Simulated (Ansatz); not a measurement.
Cost and result up the ladder for BMe2I (C2H6BI) (10 atoms). The state is a singlet with charge 0. Geometry: PBE0-D4/def2-SVP.

Cartesian coordinates in Å:
```
B 0.2564 0.3031 -0.2810
C -0.2926 -1.0049 -0.9304
H -1.3033 -0.7562 -1.3093
H -0.4304 -1.8099 -0.1908
H 0.2846 -1.3739 -1.7885
C 0.0337 0.7001 1.2114
H 0.8837 0.2662 1.7738
H -0.8787 0.2473 1.6311
H 0.0453 1.7805 1.4082
I 1.4013 1.6477 -1.5245
```

Ansatz on 4 threads of Intel Xeon Platinum 8488C on a shared host. Times are rough, and most runs start from the orbitals of an earlier one. PBE0-D4/def2-TZVPD serves as the yardstick here, not as an exact answer. Differences are given only for rows in sets of like size (and for xTB, whose basis is part of the method), since another set adds its own error. Binding counts from free atoms at the same level (B doublet, C triplet, H doublet, I doublet; other spins of the atoms weren't run), without zero-point energy or a counterpoise term.

In the def2 sets I takes a core potential; there is no spin–orbit coupling. LC-ωPBE has ω = 0.4 bohr⁻¹. B3LYP takes the VWN-RPA correlation. Correlated methods freeze 7 core orbitals; core or outer-core shells of I are correlated, in sets that lack core-valence functions.

Correlated methods converge slowly with the basis.

```
                          level  functions  wall time  binding energy per atom (eV)  difference from PBE0-D4/def2-TZVPD (eV)
                PBE-D4/def2-SVP         98      0.5 s                          3.92                                        –
               PBE0-D4/def2-SVP         98      0.6 s                          3.89                                        –
                   HF/def2-TZVP        179      1.1 s                          2.94                                    -0.91
             B3LYP-D4/def2-TZVP        179      1.1 s                          3.82                                    -0.03
              LC-ωPBE/def2-TZVP        179      1.2 s                          3.81                                    -0.05
              PBE-D4/def2-TZVPD        224      1.2 s                          3.89                                     0.04
            r2SCAN-D4/def2-TZVP        179      1.4 s                          3.85                                    -0.01
                  MP2/def2-TZVP        179      1.4 s                          3.74                                    -0.11
           r2SCANh-D4/def2-TZVP        179      1.6 s                          3.83                                    -0.02
             PBE0-D4/def2-TZVPD        224      1.8 s                          3.85                                     0.00
PBE0-D4/def2-TZVP (with forces)        179      1.9 s                          3.85                                     0.00
           r2SCAN-D4/def2-TZVPD        224      2.1 s                          3.85                                    -0.01
               B97M-V/def2-TZVP        179      2.9 s                          3.83                                    -0.02
             CCSD(T)/def2-TZVPP        227    2.2 min                          3.74                                    -0.11
```
